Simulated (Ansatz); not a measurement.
Geometry optimisation, RKS B3LYP-D4/def2-SVP in Ansatz 0.2.0.

Input file:

```yaml
crystal:
  periodic: [false, false, false]
  atoms:
    - { symbol: O, position_ang: [-0.7851, 0.5817, -1.8895] }
    - { symbol: Al, position_ang: [0.08, -0.3149, -0.6204] }
    - { symbol: B, position_ang: [1.14611, -2.05138, -0.26503] }
    - { symbol: O, position_ang: [1.20625, -0.87442, 0.62852] }
    - { symbol: H, position_ang: [-1.7154, 0.7975, -1.5095] }
    - { symbol: H, position_ang: [0.85728, -3.21671, -0.44192] }
basis:
  gaussian: { orbitals: def2-SVP }
hamiltonian:
  xc: b3lyp
  dispersion: d4
relax:
  f_tol: 0.015
  max_steps: 40
output:
  orbitals: {}
```

Command:

```bash
$ ansatz run input.yaml --threads 1 --pin off --max-ram 2048MiB --backend cpu --events-out ev --progress --plain --runs-dir out
```

**Question.** Where does it end, and by what steps?

**Answer.** It converged. After 14 steps the energy has fallen by 2.242 eV; H6 moved furthest, 0.91 Å.

```
step  energy less start (eV)  largest force component (eV/Å)  accepted
   0                  0.0000                           3.427       yes
   1                 -0.9976                           1.961       yes
   2                 -1.5612                           1.268       yes
   3                 -1.8624                           0.797       yes
   4                 -2.0143                           0.884       yes
   5                 -2.0767                           0.595       yes
   6                 -2.1679                           0.569       yes
   7                 -2.0579                           2.206        no
   8                 -2.2053                           0.151       yes
   9                 -2.2287                           0.168       yes
  10                 -2.2377                           0.173       yes
  11                 -2.2404                           0.091       yes
  12                 -2.2415                           0.034       yes
  13                 -2.2416                           0.020       yes
  14                 -2.2417                           0.010       yes
```

```xyz
6
Properties=species:S:1:pos:R:3
O -0.936 0.644 -1.739
Al -0.018 -0.742 -1.401
B 0.974 -2.097 -0.257
O 0.418 -1.103 0.390
H -1.274 1.293 -1.112
H 1.624 -3.073 0.021
```

The run took 26 s on 1 thread of Intel(R) Xeon(R) Platinum 8488C (Sapphire Rapids), with other jobs on the host, peak memory 0.17 GiB.
